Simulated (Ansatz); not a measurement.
Consider the formal exchange of groups at the Si–C bond: `C=C(O)[SiH2]C=O` + `CSCS` → `O=C[SiH2]CS` + `C=C(O)SC`.

Gas-phase electronic energies from Ansatz, PBE0-D4/def2-TZVP geometries. CCSD(T)/CBS adds triple-zeta CCSD(T) − MP2 to the extrapolated MP2 energy (def2 sets, frozen cores). Functionals use def2-TZVPP. B3LYP here is the variant with VWN-RPA as its local correlation; programs differ in this. Each species was taken in one conformer, which may not be the lowest.

`C=C(O)[SiH2]C=O`:

Z-matrix (Å, degrees):
```
Si
C 1 1.928
C 1 1.875 2 108.8
H 1 1.487 2 107.1 3 118.6
H 1 1.480 2 109.6 3 -120.2
O 2 1.205 1 122.5 3 137.6
H 2 1.117 1 118.0 3 -42.7
O 3 1.362 1 112.6 2 61.3
C 3 1.332 1 122.9 2 -117.3
H 8 0.965 3 109.7 1 -178.4
H 9 1.081 3 120.4 1 -1.1
H 9 1.088 3 122.2 1 179.0
```

`CSCS`:

Cartesian coordinates in Å:
```
C 1.090 0.743 -0.867
S 0.256 -0.845 -0.914
C -0.435 -0.890 0.741
S -1.656 0.384 1.151
H 1.926 0.731 -0.165
H 1.473 0.931 -1.870
H 0.386 1.531 -0.597
H -0.871 -1.882 0.859
H 0.354 -0.780 1.489
H -2.522 0.075 0.173
```

`O=C[SiH2]CS`:

```xyz
11

O    -2.144   -0.352    0.049
C    -1.583    0.705    0.214
Si    0.313    0.928   -0.036
C     1.080   -0.719   -0.474
S     0.822   -1.921    0.864
H    -2.189    1.597    0.502
H     0.890    1.482    1.216
H     0.458    1.941   -1.123
H     0.709   -1.113   -1.422
H     2.162   -0.609   -0.571
H    -0.518   -1.939    0.783
```

`C=C(O)SC`:

Cartesian coordinates in Å:
```
C 1.070 0.814 -1.521
C 0.027 0.546 -0.742
O -1.139 0.079 -1.260
S 0.065 0.817 0.998
C -0.246 -0.856 1.606
H 0.977 0.749 -2.598
H 2.016 1.095 -1.085
H -1.851 0.312 -0.654
H -0.331 -0.777 2.690
H -1.174 -1.265 1.209
H 0.586 -1.514 1.356
```

```json
{"level": "r2SCAN-D4", "ΔE (kJ/mol)": "-18.0"}
{"level": "B3LYP-D4", "ΔE (kJ/mol)": "-14.1"}
{"level": "ωB97X-V", "ΔE (kJ/mol)": "-15.5"}
{"level": "MP2/def2-TZVPP", "ΔE (kJ/mol)": "-17.4"}
```

Q: What does CCSD(T)/CBS give? (Estimate.)

A: Computed: -14.7 kJ/mol. The listed levels differ from it by -3.3, 0.6, -0.8, -2.7 kJ/mol.

Largest T1 diagnostic among the species: 0.015.

In def2-TZVPP, CCSD(T) changes the Hartree–Fock value by −9.2 kJ/mol (the triples alone add −1.7 kJ/mol) and MP2 by −10.9 kJ/mol.
